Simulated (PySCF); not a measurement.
PySCF 2.14 output of a UHF calculation on a single atom or ion in aug-cc-pVTZ-DK3 (8s7p5d2f, 68 functions), with scalar relativity by spin-free X2C-1e:

```
SCF conv_tol = 1e-09
number electrons alpha = 28  beta = 24
cycle= 1 E= -7441.48990959527  delta_E= -3.42e-10  |g|= 5.73e-06  |ddm|= 0.000232
converged SCF energy = -7441.48990959527  <S^2> = 6.0012161  2S+1 = 5.0004864
```

The run itself started from symmetry-adapted Hartree-Fock orbitals and held the occupation by maximum overlap, so the iterations belong to that start.

**Question.** Which element, charge and spin multiplicity is this?

**Answer.** Xe(2+) (xenon, charge +2), multiplicity 5; the state was [Kr] 4d10 5s2 5p3 6s1, high-spin 5S determinant (an excited configuration).

The outer electron is Rydberg-like, and this basis confines it to a smaller radius and binds it less than a complete one would.
